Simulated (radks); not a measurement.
Charge is removed step by step from the 5p level of neutral cerium, starting from [Xe] 4f1 5d1 6s2. Method: scalar-relativistic Kohn-Sham, PBEsol, spin-unpolarised, spherical densities, finite nucleus; Fermi nuclear charge, rms radius 4.8771 fm; computed with a radial shooting solver on a logarithmic mesh with Libxc functionals.

| removed (e) | E - E(0) (eV) | eigenvalue (eV) | E minus straight line (eV) |
|---|---|---|---|
| 0 | 0.000 | -23.226 | 0.000 |
| 0.125 | 2.970 | -24.330 | -0.514 |
| 0.25 | 6.080 | -25.466 | -0.888 |
| 0.375 | 9.334 | -26.632 | -1.119 |
| 0.5 | 12.735 | -27.824 | -1.201 |
| 0.625 | 16.287 | -29.040 | -1.134 |
| 0.75 | 19.992 | -30.279 | -0.913 |
| 0.875 | 23.853 | -31.538 | -0.536 |
| 1 | 27.873 | -32.817 | 0.000 |

Removing the whole electron costs 27.873 eV by Delta-SCF, against 23.226 eV from minus the eigenvalue at the starting occupation. Slater's transition state (half an electron removed) gives 27.824 eV. Integrating minus the eigenvalue over the occupation (Janak's theorem) gives 27.889 eV. In this scalar-relativistic scheme the density is built from large components alone, so the theorem holds only approximately. The mean slope of the eigenvalue, de/dn, is 9.59 eV per electron.
